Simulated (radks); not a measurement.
Values are calculated unless marked as measured or tabulated.
All-electron atom: Bi25+ in [Kr] 4d10 4f12. Level of theory: non-relativistic Kohn-Sham, TPSS, spin-polarised, spherical densities, point nucleus; open shells are filled with parallel spins first (spin-orbit coupling, left out, can overturn this in heavy ions); meta-GGA in the generalised Kohn-Sham scheme; relativity is left out, which matters for an element this heavy (a radial shooting solver on a logarithmic mesh with Libxc functionals).

Unscreened Slater integrals over Kohn-Sham orbitals (cm^-1). They are taken over the spin-up orbitals.

| integral | value |
|---|---|
| F0(4f,4f) | 496770 |
| F2(4f,4f) | 257680 |
| F4(4f,4f) | 166740 |
| F6(4f,4f) | 121520 |
| F0(4f,4d) | 484330 |
| F2(4f,4d) | 242170 |
| F4(4f,4d) | 157190 |
| G1(4f,4d) | 263930 |
| G3(4f,4d) | 176240 |
| G5(4f,4d) | 127740 |
| F0(4f,4p) | 482660 |
| F2(4f,4p) | 243270 |
| G2(4f,4p) | 198810 |
| G4(4f,4p) | 143470 |
| F0(4d,4d) | 479140 |
| F2(4d,4d) | 245900 |
| F4(4d,4d) | 166310 |
| F0(4d,4p) | 477410 |
| F2(4d,4p) | 246810 |
| G1(4d,4p) | 306300 |
| G3(4d,4p) | 195610 |
| F0(4p,4p) | 476800 |
| F2(4p,4p) | 250940 |

Derived for the open shells (J is the average intra-shell exchange parameter used in DFT+U). 4f: F4/F2 = 0.647, F6/F2 = 0.472, J = (286 F2 + 195 F4 + 250 F6)/6435 = 21230 cm^-1.
